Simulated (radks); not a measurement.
Valence configurations of neutral rubidium (all share [Kr]). All-electron calculation, scalar-relativistic Kohn-Sham, PBE, spin-polarised, spherical densities, point nucleus; open shells are filled with parallel spins first (spin-orbit coupling, left out, can overturn this in heavy ions). Program: a radial shooting solver on a logarithmic mesh with Libxc functionals. Energies are relative to 5s1; eigenvalues in eV for spin up.

valence      E (eV)  moment (Bohr magnetons)   e(4d)   e(5p)   e(5s)
5s1           0.000                        1       -       -  -2.436
5p1           1.541                        1       -  -1.494       -
4d1           2.298                        1  -0.693       -       -
5s0.5 5p0.5   0.774                        1       -  -1.206  -2.755
4d0.5 5s0.5   1.154                        1  -0.445       -  -2.761

NIST lists [Kr] 5s1 as the ground configuration; this level of theory agrees among the configurations tried. The energies are those of spherical high-spin densities, not of single terms.
